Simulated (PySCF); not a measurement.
C4H13PSi2.
Geometry (PBE0-D3(BJ)/def2-SVP, Å), atoms numbered from 1 in this order:
```xyz
20
C4H13PSi2 angstrom
C      0.1429   -1.7059    0.9184
Si    -0.4822   -0.2236   -0.0586
C     -1.9214    0.5730    0.8535
C     -1.0197   -0.7800   -1.7722
C      0.8935    1.0663   -0.2358
Si     2.5740    0.7700    0.5351
P      0.6959    2.5136   -1.0621
H      1.0121   -2.1778    0.4338
H     -0.6494   -2.4678    0.9981
H      0.4359   -1.4231    1.9420
H     -2.7548   -0.1388    0.9677
H     -1.6134    0.9030    1.8580
H     -2.2973    1.4534    0.3096
H     -0.1806   -1.2344   -2.3217
H     -1.8248   -1.5291   -1.6991
H     -1.3977    0.0664   -2.3661
H      3.1823   -0.4866   -0.0057
H      2.4424    0.5999    2.0169
H      3.4923    1.9160    0.2554
H     -0.6789    2.3724   -1.4923
```

Computed with PySCF at PBE0/pcSseg-1 and wB97X-D/def2-SVPD, non-relativistic, on one gas-phase PBE0-D3(BJ)/def2-SVP geometry that isn't relaxed in the solvent. The solvent is an IEF-PCM continuum (cavity from Bondi-type radii × 1.2). Specific hydrogen bonds and non-electrostatic terms are outside this model.

Gas phase at PBE0/pcSseg-1: HOMO -7.43 eV, LUMO -2.23 eV, dipole 1.59 D.

Q: What does the continuum do to the energy, the frontier levels and the dipole at PBE0/pcSseg-1 in chloroform and water?

A: 
| solvent | ε | E(solvent) − E(gas) (kJ/mol) | polarisation term (kJ/mol) | distortion of the solute (kJ/mol) | HOMO (eV) | LUMO (eV) | dipole (D) |
| --- | --- | --- | --- | --- | --- | --- | --- |
| chloroform | 4.711 | -5.41 | -5.93 | 0.52 | -7.36 | -2.16 | 1.97 |
| water | 78.36 | -7.93 | -9.16 | 1.23 | -7.36 | -2.15 | 2.18 |

Polarisation term: ½ Σ q·V over the induced surface charges. Distortion: the rise of the solute's own energy as its density leaves the gas-phase optimum. From chloroform to water the lowering changes by a factor 1.47, Onsager's factor (ε − 1)/(2ε + 1) by 1.38 and ε itself by 16.6.

Q: Which radius a makes the point-dipole formula ΔE = −[(ε − 1)/(2ε + 1)]·μ²/a³ give the value in water, with the gas-phase dipole?

A: μ = 0.625 au and |ΔE| = 0.00302 Eh give a = 2.11 Å; the farthest nucleus lies 3.99 Å from the centroid of the nuclei, so such a sphere wouldn't even hold the nuclei. The formula assumes a rigid point dipole at the centre of a sphere.

Q: Give the dipole vector in the frame of the coordinates (D, pointing from negative to positive charge), gas and water.

A: Gas (-1.25, -0.98, 0.05), solvent (-1.76, -1.27, 0.01). Its length changes by +37 % and its direction by 3°.

Q: Which IAO charges (PBE0/pcSseg-1) respond most in chloroform (means over atoms taken as equivalent)?

A: 
| atoms | environment | gas (e) | solvent (e) | change |
| --- | --- | --- | --- | --- |
| P7 | phosphorus bonded to C and H | +0.267 | +0.251 | -0.016 |
| H20 | P–H hydrogen | -0.047 | -0.035 | +0.012 |
| C1/C3/C4 | Si-methyl carbon | -0.715 | -0.719 | -0.004 |
| Si2 | four-coordinate silicon | +1.089 | +1.092 | +0.003 |
| H8 (×9) | methyl hydrogen | +0.151 | +0.153 | +0.002 |
| H17/H18/H19 | Si–H hydrogen | -0.114 | -0.115 | -0.001 |
| C5 | carbon bonded to P and 2 Si | -0.775 | -0.774 | +0.001 |
| Si6 | SiH3 silicon | +0.592 | +0.593 | +0.001 |

Gas phase at wB97X-D/def2-SVPD: HOMO -9.24 eV, LUMO -0.50 eV, dipole 1.57 D.

Q: What does the continuum do to the energy, the frontier levels and the dipole at wB97X-D/def2-SVPD in chloroform?

A: 
```tsv
solvent	ε	E(solvent) − E(gas) (kJ/mol)	polarisation term (kJ/mol)	distortion of the solute (kJ/mol)	HOMO (eV)	LUMO (eV)	dipole (D)
chloroform	4.711	-5.17	-5.79	0.62	-9.19	-0.44	2.00
```

Q: How does the static polarisability (wB97X-D/def2-SVPD, frozen core, with the continuum's full static response) change?

A: 
```tsv
medium	isotropic (au)	principal values (au)	⟨r²⟩ of the electrons (bohr²)
gas	127.7	107.5, 132.7, 142.7	1589.4
chloroform	164.7	138.2, 165.9, 190.0	1589.8
```

The isotropic value in chloroform is 1.29 times the gas-phase one; no cavity-field correction is applied. ⟨r²⟩ is taken about the centre of nuclear charge.

wB97X-D is run here without its empirical dispersion term; that term would change no orbital, density or response property at a fixed geometry.
